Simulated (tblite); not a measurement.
Compound: C5H15BOSi.
Cartesian coordinates in Å at the GFN2-xTB level; atoms count from 1:
```
atom  x, y, z in Å
Si1    2.5411    1.1069    0.7383
C2     2.2870   -0.2390   -0.5622
B3     1.0864   -1.2790   -0.2412
O4    -0.2191   -0.3415    0.1399
C5    -0.7384    0.4191   -0.9426
C6    -2.1161    0.9044   -0.4736
C7    -2.4576   -0.0316    0.6996
C8    -1.3224   -1.0553    0.6763
H9     2.8372    0.5501    2.0606
H10    3.6422    2.0035    0.3532
H11    1.3497    1.9678    0.8778
H12    2.1628    0.2291   -1.5436
H13    3.2144   -0.8107   -0.6366
H14    1.2601   -1.9148    0.7495
H15    0.7312   -1.9425   -1.1733
H16   -0.8227   -0.2186   -1.8314
H17   -0.0382    1.2274   -1.1478
H18   -2.0738    1.9407   -0.1432
H19   -2.8471    0.8346   -1.2770
H20   -2.4523    0.5166    1.6409
H21   -3.4288   -0.5072    0.5838
H22   -1.5632   -1.9088    0.0297
H23   -1.0373   -1.4241    1.6608
```

Method: GFN2-xTB as coded in tblite; computed harmonic values from a numerical Hessian at the method's own geometry, unscaled. This tight-binding method is rough: wavenumbers can miss measured ones by several per cent, in bad cases by 10 to 20. Modes of hydrogen on boron and silicon can be 10 to 20 % off. One conformer, not necessarily the lowest. The optimisation stopped once no atom felt more than 0.01 eV/Å.

Lowest wavenumbers of the output (negative numbers stand for imaginary wavenumbers):
```
mode    cm-1
  1     -24.3
  2      36.9
  3      85.3
  4      88.9
  5     140.7
  6     171.0
  7     238.1
  8     312.9
  9     330.8
 10     437.0
 11     512.3
 12     545.4
 13     636.5
 14     676.5
 15     695.5
```

Question: Is this structure a minimum?

Answer: Not by this Hessian. 1 mode is imaginary beyond 20i (24i cm⁻¹), so at this level the point lies at or near a first-order saddle. The curvature is small, so loose convergence or finite differences may be the whole cause.

Question: Which atoms move in the imaginary mode?

Answer: 24i: C6 (ring CH2 carbon) 27 %, H18 (methylene hydrogen) 15 %, H19 (methylene hydrogen) 14 %. These are shares of the mass-weighted motion.

Question: What is the remedy?

Answer: Step along that mode in both directions, optimise again with tighter thresholds and repeat the frequencies. The zero-point energy of this point (118.7 kcal/mol) counts the 62 real modes alone, and thermal corrections from it aren't those of a minimum.

On one thread of an Arm Neoverse N1, shared host with 64 logical CPUs at a one-minute load of 58, this took 1.6 s of wall time. The figure is for the frequency step alone.
